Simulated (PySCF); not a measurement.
# State search for GeP⁺

Unrestricted PBE0; PySCF, no relativity, basis sets Ge def2-SVP, P def2-SVP. Outer shells of the fragments: Ge+ 3d10 4s2 4p1; P 3s2 3p3.

Followed along the bond (rough minima from three points):

| 2Ms+1 | unpaired | ⟨S²⟩ at the start | R at minimum (Å) | Te (eV) |
| --- | --- | --- | --- | --- |
| 3 | π ↑↑ | 2.01 | 2.32 | 0.00 |
| 1 | π ↑↓ | 1.01 | 2.32 | 0.29 |
| 3 | σ ↑, π ↑ | 2.08 | 2.17 | 0.54 |
| 1 | σ ↓, π ↑ | 1.05 | 2.17 | 0.74 |
| 1 | none | 0.00 | 2.33 | 1.17 |

Solutions found at the starting distance of 2.325 Å, counted from the lowest of them; the search is not exhaustive and high or unbound solutions are not listed, so other states can lie among these:

```json
{"2Ms+1": "3", "unpaired": "π ↑↑", "term": "³Σ⁻", "E (eV)": "0.00", "⟨S²⟩": "2.01", "⟨Lz²⟩": "0.00", "μ (D)": "0.05"}
{"2Ms+1": "1", "unpaired": "π ↑↓", "term": "mixed", "E (eV)": "0.29", "⟨S²⟩": "1.01", "⟨Lz²⟩": "2.01", "μ (D)": "0.18"}
{"2Ms+1": "3", "unpaired": "σ ↑, π ↑", "term": "³Π", "E (eV)": "0.69", "⟨S²⟩": "2.08", "⟨Lz²⟩": "1.00", "μ (D)": "-0.17"}
{"2Ms+1": "1", "unpaired": "σ ↓, π ↑", "term": "mixed", "E (eV)": "0.92", "⟨S²⟩": "1.05", "⟨Lz²⟩": "1.01", "μ (D)": "-0.26"}
{"2Ms+1": "1", "unpaired": "none", "term": "mixed", "E (eV)": "1.17", "⟨S²⟩": "0.00", "⟨Lz²⟩": "2.00", "μ (D)": "0.59"}
{"2Ms+1": "5", "unpaired": "σ ↑, π ↑↑↑", "term": "⁵Π", "E (eV)": "1.86", "⟨S²⟩": "6.00", "⟨Lz²⟩": "1.00", "μ (D)": "1.34"}
```

A term symbol is given only where ⟨S²⟩ and ⟨Lz²⟩ are close to those of a pure state; real π, δ and φ orbitals otherwise mix terms. A positive dipole points towards P; it is taken about the centre of mass and depends on that origin.

Spin–orbit coupling is left out.
